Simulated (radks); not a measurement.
Q: All-electron atom: Cr XII in [Ne] 3s2 3d1 (not the ground configuration). Calculated with a radial shooting solver on a logarithmic mesh with Libxc functionals: non-relativistic Kohn-Sham, TPSS, spin-polarised, spherical densities, point nucleus; open shells are filled with parallel spins first; meta-GGA in the generalised Kohn-Sham scheme. Some entries of the table are withheld. Estimate them.

orbital,occ.,eigenvalue (hartree),r(max) (bohr)
1s down,1,-226.0558,0.04223
1s up,1,-226.0549,0.04223
2s up,1,-34.85967,0.2446
2s down,1,-34.81491,0.2445
2p up,3,-31.24763,0.1973
2p down,3,-31.21380,0.1972
3s up,1,-11.44863,0.7210
3s down,1,-11.32182,0.7223
3d up,1,(1),0.6221
3d down,0,(2),0.6221

A: 
(1) 3d up eigenvalue (hartree): -8.72275
(2) 3d down eigenvalue (hartree): -8.59380
